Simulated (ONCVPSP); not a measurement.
Before and after: ONCV potential for Yb (Z = 70)

ONCVPSP 4.0.1 input, shortened (lines: element, Z, core and valence counts, functional; n l f; lmax; l rc ep ncon nbas qcut; lloc lpopt rc5 dvloc0; l nproj debl; icmod fcfact rcfact), PBE, scalar-relativistic:

```
  Yb 70.00   10    4        4      upf
    1    0    2.00
    2    0    2.00
    2    1    6.00
    3    0    2.00
    3    1    6.00
    3    2   10.00
    4    0    2.00
    4    1    6.00
    4    2   10.00
    4    3   13.00
    5    0    2.00
    5    1    6.00
    5    2    1.00
    6    0    2.00
    2
    0    2.15    0.00    4    8    6.20
    1    1.70    0.00    5    9    7.50
    2    2.15    0.00    4    7    5.30
    4    5    1.60    6.00
    0    2    1.20
    1    3    0.40
    2    2    1.20
    3    3.00    1.60
```

In the p channel the program set the typed energies aside and used -1.140, 0.250, 0.650 Ha.

Change: core correction Teter function, fcfact 2, rcfact 1.6.

Cutoffs: the cutoffs (Ha) at which the residual kinetic energy of the hardest occupied pseudo-wave falls to 1 and 0.1 mHa per electron; they do not see the model core or the augmentation charge, which bear on the density cutoff. Errors are all-electron minus pseudo energies relative to the spin-unpolarised reference configuration.

Q: How do hardness, ghosts and transferability respond?

A: The potential gets neither clearly harder nor softer (22 Ha and 27 Ha → 22 Ha and 27 Ha); of the 3 tests that both files solve, the error grows in 1 and shrinks in 2 by more than 15 % and 0.3 meV (median size 2.2 → 1.2 meV); neither file shows a bound ghost. A model core, the more so a compact one, raises the density cutoff, which this test does not measure.

| quantity | base | changed |
| --- | --- | --- |
| cutoff, loose | 22 Ha | 22 Ha |
| cutoff, tight | 27 Ha | 27 Ha |
| bound ghosts | none | none |
| GHOST(+) flags under 300 eV | none | none |
| tests counted as reliable (solved cleanly; for ONCVPSP, near-neutral configurations with less than one 5d electron left out) | 3 of 4 | 3 of 4 |
| error for 5s2 5p6 5d1 6s1, meV [ΔE 7.26 eV] | -1.5 | -0.5 |
| error for 5s2 5p6 5d1 6s0, meV [ΔE 20.36 eV] | -3.2 | +5.2 |
| error for 5s2 5p6 5d1 6s1 6p1, meV [ΔE 3.33 eV] | -2.2 | -1.2 |
| s: phases at 2.18 bohr within 0.05 rad from the reference energy up to (Ha; the scan ends near 5) | 4.8 | 4.8 |
| p: phases at 1.73 bohr within 0.05 rad from the reference energy up to (Ha; the scan ends near 5) | to the end of the scan | to the end of the scan |
| d: phases at 2.18 bohr within 0.05 rad from the reference energy up to (Ha; the scan ends near 5) | to the end of the scan | to the end of the scan |
| rms error of d²Exc/dni dnj with the model core, mHa | 0.82 | 1.34 |
